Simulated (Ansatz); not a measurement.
The same path of BBrCl$_{2}$H$_{2}$O (7 atoms, charge 0, multiplicity 1) was run twice with different band settings. Lost on the way: B1–Br2, H5–O6. Made: Br2–H5.

Computed with RKS PBE-D4/def2-SVP (Ansatz 0.2.0).

Relaxed end points:

```xyz
7
Properties=species:S:1:pos:R:3
B 0.220 -0.585 0.058
Br 2.093 0.161 -0.069
Cl -0.143 -1.928 -1.073
Cl -0.375 -0.802 1.776
H 0.036 1.417 -0.595
O -0.671 0.738 -0.457
H -1.159 0.999 0.360
```

```xyz
7
Properties=species:S:1:pos:R:3
B -0.666 -0.868 0.379
Br 2.376 1.647 -1.510
Cl 0.174 -2.069 -0.582
Cl -1.909 -1.338 1.550
H 1.207 1.140 -0.824
O -0.337 0.442 0.204
H -0.844 1.045 0.782
```

Common settings: movable images 5; climbing image yes; optimiser quadratic models (default); start path through a guess of the saddle point; force threshold 0.05 eV/Å; iteration limit 60; end points relaxed.

| run | spring |
| --- | --- |
| 1 | 5.0 eV/Å² |
| 2 | 0.1 eV/Å² |

Question: What does each run give, and how far can it be trusted?

Answer: Run 1: converged after 18 iterations, highest image 0.460 eV above the first end. A vibrational analysis at the climbing image gives one clearly imaginary mode, 811i cm⁻¹: a first-order saddle point.
Run 2: converged after 24 iterations, highest image 0.459 eV above the first end. Another band between the same ends (5 images) ends at a top of the same energy, where a vibrational analysis finds 1 clearly imaginary mode.
The orbitals stay closed-shell, which can raise the energy where a bond breaks towards radicals; this wasn't checked here.
